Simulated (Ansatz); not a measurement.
`CN(C)c1ccc(-c2ccc(-c3ccc(-c4ccc(C#N)cc4)cc3)cc2)cc1`. Total charge 0; triplet. Geometry r2SCAN-D4/def2-SVP, that of the neutral singlet; atoms count from 1.

Cartesian coordinates in Å:
```
C -6.3511 0.8764 5.9255
N -5.6866 -0.3357 5.5030
C -6.0263 -1.6020 6.1121
C -4.6995 -0.2790 4.5442
C -4.0317 -1.4487 4.1005
C -3.0349 -1.3800 3.1337
C -2.6447 -0.1612 2.5457
C -1.5873 -0.1001 1.5197
C -1.6182 0.8621 0.4898
C -0.6197 0.9207 -0.4782
C 0.4639 0.0212 -0.4650
C 1.5254 0.0853 -1.4894
C 1.2378 0.4566 -2.8179
C 2.2379 0.5142 -3.7844
C 3.5759 0.2109 -3.4663
C 4.6383 0.2770 -4.4899
C 5.9460 0.6843 -4.1536
C 6.9510 0.7495 -5.1124
C 6.6731 0.4043 -6.4502
C 7.7014 0.4684 -7.4407
N 8.5408 0.5194 -8.2486
C 5.3709 -0.0046 -6.8015
C 4.3751 -0.0644 -5.8329
C 3.8661 -0.1566 -2.1381
C 2.8640 -0.2221 -1.1743
C 0.4977 -0.9409 0.5629
C -0.5027 -1.0006 1.5289
C -3.3130 0.9969 2.9880
C -4.3072 0.9515 3.9588
H -7.1244 0.6285 6.6635
H -5.6526 1.5966 6.3943
H -6.8442 1.3916 5.0800
H -6.8067 -1.4438 6.8669
H -6.4133 -2.3288 5.3728
H -5.1570 -2.0670 6.6145
H -4.3018 -2.4259 4.5035
H -2.5667 -2.3114 2.8012
H -2.4535 1.5663 0.4381
H -0.6692 1.6929 -1.2515
H 0.2061 0.6845 -3.1006
H 1.9807 0.8218 -4.8022
H 6.1694 0.9824 -3.1254
H 7.9571 1.0774 -4.8384
H 5.1546 -0.2831 -7.8362
H 3.3769 -0.4108 -6.1147
H 4.8920 -0.4170 -1.8612
H 3.1250 -0.4976 -0.1486
H 1.3147 -1.6677 0.5934
H -0.4338 -1.7499 2.3227
H -3.0233 1.9717 2.5842
H -4.7723 1.8866 4.2744
```

Single mean-field runs in def2-TZVP are fitted with def2-universal-jkfit. At PBE0-D4/def2-TZVP a singlet of charge 0 lies 2.89 eV below the triplet at the same geometry.

(1) Estimate the Mulliken populations of the heavy atoms from the PBE0/def2-TZVP orbitals of Ansatz.

(2) Where does the spin sit?

(3) And the Mayer bond orders between heavy atoms (over 0.3)?

## Answers

(1) 
| atom | charge (e) | spin (α − β) |
| --- | --- | --- |
| C1 | -0.35 | -0.01 |
| N2 | 0.01 | 0.15 |
| C3 | -0.35 | -0.01 |
| C4 | 0.24 | 0.15 |
| C5 | -0.24 | -0.02 |
| C6 | -0.22 | 0.10 |
| C7 | 0.15 | 0.07 |
| C8 | 0.19 | 0.31 |
| C9 | -0.21 | 0.06 |
| C10 | -0.22 | 0.06 |
| C11 | 0.18 | 0.31 |
| C12 | 0.16 | 0.06 |
| C13 | -0.22 | 0.12 |
| C14 | -0.22 | -0.04 |
| C15 | 0.17 | 0.22 |
| C16 | 0.15 | -0.02 |
| C17 | -0.19 | 0.07 |
| C18 | -0.22 | -0.03 |
| C19 | 0.30 | 0.10 |
| C20 | -0.29 | -0.03 |
| N21 | -0.02 | 0.05 |
| C22 | -0.22 | -0.03 |
| C23 | -0.19 | 0.07 |
| C24 | -0.22 | -0.04 |
| C25 | -0.22 | 0.12 |
| C26 | -0.22 | 0.07 |
| C27 | -0.21 | 0.06 |
| C28 | -0.22 | 0.10 |
| C29 | -0.24 | -0.02 |
Mulliken values depend strongly on the basis.

(2) Summed by element: C 1.80, N 0.20, H 0.00, of 2 unpaired in all. Largest on single atoms: C8 0.31, C11 0.31, C15 0.22.

(3) C1–N2 0.96 (1.45 Å); N2–C3 0.96 (1.45 Å); N2–C4 1.27 (1.38 Å); C4–C5 1.23 (1.42 Å); C4–C29 1.23 (1.42 Å); C5–C6 1.58 (1.39 Å); C6–C7 1.28 (1.41 Å); C7–C8 1.05 (1.47 Å); C7–C28 1.28 (1.41 Å); C8–C9 1.19 (1.41 Å); C8–C27 1.19 (1.41 Å); C9–C10 1.62 (1.39 Å); C10–C11 1.20 (1.41 Å); C11–C12 1.05 (1.48 Å); C11–C26 1.20 (1.41 Å); C12–C13 1.26 (1.41 Å); C12–C25 1.26 (1.41 Å); C13–C14 1.54 (1.39 Å); C14–C15 1.29 (1.41 Å); C15–C16 0.95 (1.48 Å); C15–C24 1.29 (1.41 Å); C16–C17 1.33 (1.41 Å); C16–C23 1.33 (1.41 Å); C17–C18 1.49 (1.39 Å); C18–C19 1.31 (1.41 Å); C19–C20 0.94 (1.43 Å); C19–C22 1.31 (1.41 Å); C20–N21 3.06 (1.17 Å); C22–C23 1.49 (1.39 Å); C24–C25 1.54 (1.39 Å); C26–C27 1.62 (1.39 Å); C28–C29 1.58 (1.39 Å).
